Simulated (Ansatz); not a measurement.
Start from `[F][GaH][Br]` and change one atom or group to get `[F][Ga]([Br])[Br]`.

Ansatz, PBE0-D4/def2-TZVP geometries, multiplicity 1. 

Scalar relativity is left out up to krypton.

```
                                                                                  property  `[F][GaH][Br]`
                                                        LUMO energy (PBE0/def2-TZVPP) / eV           -1.62
                                                         LUMO energy (PBE/def2-TZVPP) / eV           -2.40
                                                        HOMO energy (PBE0/def2-TZVPP) / eV           -8.78
                                                     HOMO energy (ωB97M-V/def2-TZVPP) / eV          -11.00
                                                       HOMO–LUMO gap (PBE/def2-TZVPP) / eV            5.07
ideal-gas entropy at 298 K and 1 bar (rigid rotor, harmonic PBE0-D4/def2-TZVP) / J/(mol·K)             306
```

Question: What does the change do to each property? (Estimate.)

Answer: The calculation gave: 
```json
{"property": "LUMO energy (PBE0/def2-TZVPP) / eV", "`[F][Ga]([Br])[Br]`": "-2.18", "shift": "-0.56"}
{"property": "LUMO energy (PBE/def2-TZVPP) / eV", "`[F][Ga]([Br])[Br]`": "-3.09", "shift": "-0.69"}
{"property": "HOMO energy (PBE0/def2-TZVPP) / eV", "`[F][Ga]([Br])[Br]`": "-9.01", "shift": "-0.23"}
{"property": "HOMO energy (ωB97M-V/def2-TZVPP) / eV", "`[F][Ga]([Br])[Br]`": "-11.22", "shift": "-0.22"}
{"property": "HOMO–LUMO gap (PBE/def2-TZVPP) / eV", "`[F][Ga]([Br])[Br]`": "4.60", "shift": "-0.47"}
{"property": "ideal-gas entropy at 298 K and 1 bar (rigid rotor, harmonic PBE0-D4/def2-TZVP) / J/(mol·K)", "`[F][Ga]([Br])[Br]`": "347", "shift": "41"}
```

With PBE0 the HOMO falls by 0.23 eV and the LUMO falls by 0.56 eV, so the gap narrows by about 0.33 eV. PBE moves the HOMO by -0.22 eV and ωB97M-V by -0.22 eV.

Spin–orbit coupling is left out; it splits and shifts lone-pair levels of the heavy atoms by tenths of an eV.
